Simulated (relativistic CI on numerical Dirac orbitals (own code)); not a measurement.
**Crystal-field levels of Co5+, 3d4**

Calculated by Dirac-Coulomb-Breit CI, KLI orbitals optimised for each configuration, model QED, valence Slater integrals scaled by 0.75, one configuration in a parametric crystal field (own radial code).

Field parameters in Wybourne normalisation: Td as Oh with Dq negative (B⁴₀ = 21Dq, B⁴₄ = √(5/14) B⁴₀). The field is a parameter set, without covalency.

S is read from ⟨S²⟩ = S(S + 1).

Levels (cm⁻¹, degeneracy): 0 (1), 83 (3), 157 (3), 610 (2), 655 (3), 988 (3), 7311 (1), 7323 (3), 7334 (2), 7343 (3), 7352 (1), 17191 (1).

(1) Which field gives this pattern?
A. Td, 10Dq = -15150 cm⁻¹
B. Td, 10Dq = -6800 cm⁻¹
C. Td, 10Dq = -11000 cm⁻¹
D. Td, 10Dq = -8900 cm⁻¹

Results:

(1) B. Td, 10Dq = -6800 cm⁻¹, ground level with S = 2.00.
